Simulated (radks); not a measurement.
The numbers below are computed, except where a source is named.
All-electron atom: V V in [Ne] 3s2 3p5 3d1 4p1 (not the ground configuration). Code: a radial shooting solver on a logarithmic mesh with Libxc functionals. Model: non-relativistic Kohn-Sham, AM05, spin-polarised, spherical densities, point nucleus; open shells are filled with parallel spins first.

Local quantities along the radius. ELF = 1/(1 + alpha^2) is the electron localisation function; alpha = (tau - tau_W)/tau_unif compares the Pauli kinetic energy density with that of the uniform gas (summed over spins); s = |grad rho|/(2 (3 pi^2)^(1/3) rho^(4/3)) is the reduced gradient.

| r (bohr) | ELF | alpha | s |
|---|---|---|---|
| 0.002183 | 1.000 | 0.01348 | 0.3818 |
| 0.00282 | 1.000 | 0.01402 | 0.3855 |
| 0.003672 | 1.000 | 0.01478 | 0.3905 |
| 0.004743 | 1.000 | 0.01579 | 0.3968 |
| 0.006176 | 1.000 | 0.01726 | 0.4054 |
| 0.007978 | 1.000 | 0.01930 | 0.4164 |
| 0.01031 | 1.000 | 0.02232 | 0.4310 |
| 0.01342 | 0.999 | 0.02712 | 0.4512 |
| 0.01733 | 0.999 | 0.03468 | 0.4775 |
| 0.02257 | 0.998 | 0.04820 | 0.5142 |
| 0.02916 | 0.995 | 0.07286 | 0.5626 |
| 0.03796 | 0.984 | 0.1258 | 0.6291 |
| 0.04904 | 0.944 | 0.2437 | 0.7091 |
| 0.06335 | 0.782 | 0.5276 | 0.7835 |
| 0.08249 | 0.435 | 1.140 | 0.7685 |
| 0.1066 | 0.269 | 1.649 | 0.5575 |
| 0.1387 | 0.402 | 1.221 | 0.3239 |
| 0.1792 | 0.691 | 0.6688 | 0.3157 |
| 0.2315 | 0.832 | 0.4487 | 0.4523 |
| 0.3015 | 0.805 | 0.4914 | 0.6847 |
| 0.3894 | 0.425 | 1.162 | 0.9261 |
| 0.5071 | 0.133 | 2.553 | 0.6091 |
| 0.655 | 0.471 | 1.060 | 0.2497 |
| 0.8461 | 0.817 | 0.4726 | 0.4517 |
| 1.102 | 0.785 | 0.5232 | 0.8378 |
| 1.423 | 0.376 | 1.288 | 1.381 |
| 1.853 | 0.088 | 3.227 | 1.498 |
| 2.394 | 0.246 | 1.750 | 1.244 |
| 3.117 | 0.343 | 1.385 | 2.313 |
| 4.026 | 0.115 | 2.775 | 5.371 |
| 5.201 | 0.007 | 11.51 | 15.86 |
| 6.773 | 0.000 | 115.9 | 70.25 |

On this mesh the ELF has minima near r = 0.11, 0.51, 1.9 bohr, which separate the shells, and maxima near 0.27 (0.84), 0.97 (0.83), 2.7 (0.35).
